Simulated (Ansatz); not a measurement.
Geometry optimisation, RKS BLYP-D4/def2-SVP in Ansatz 0.2.0.

Input:

```yaml
crystal:
  periodic: [false, false, false]
  atoms:
    - { symbol: B, position_ang: [0.021193, -0.44748, -0.358203] }
    - { symbol: Cl, position_ang: [-0.003223, 0.274939, 2.613678] }
    - { symbol: H, position_ang: [1.082418, 0.093936, -0.51453] }
    - { symbol: H, position_ang: [-1.069048, 0.033898, -0.511104] }
    - { symbol: Br, position_ang: [0.077948, -2.421057, 0.017707] }
    - { symbol: H, position_ang: [0.045612, -1.047837, 2.400753] }
basis:
  gaussian: { orbitals: def2-SVP }
hamiltonian:
  xc: blyp
  dispersion: d4
relax:
  f_tol: 0.03
  max_steps: 50
```

Run as:

```bash
$ ansatz run input.yaml --threads 1 --pin off --max-ram 2048MiB --backend cpu --events-out ev --progress --plain --runs-dir out
```

Where does it end, and by what steps?

It converged. After 6 steps the energy has fallen by 0.057 eV; H6 moved furthest, 0.18 Å.

```csv
step,energy less start (eV),largest force component (eV/Å),accepted
0,0.0000,0.900,yes
1,-0.0230,0.839,yes
2,-0.0027,0.760,no
3,-0.0412,0.559,yes
4,-0.0500,0.319,yes
5,-0.0561,0.134,yes
6,-0.0572,0.017,yes
```

```xyz
6
Properties=species:S:1:pos:R:3
B 0.022 -0.482 -0.354
Cl 0.002 0.279 2.512
H 1.074 0.089 -0.490
H -1.062 0.026 -0.489
Br 0.079 -2.405 -0.111
H 0.040 -1.021 2.580
```

Whether the end is a true minimum wasn't checked by a vibrational analysis.

Time of the run: 13 s on 1 thread of Arm Neoverse V2 (shared host), peak memory 0.14 GiB.
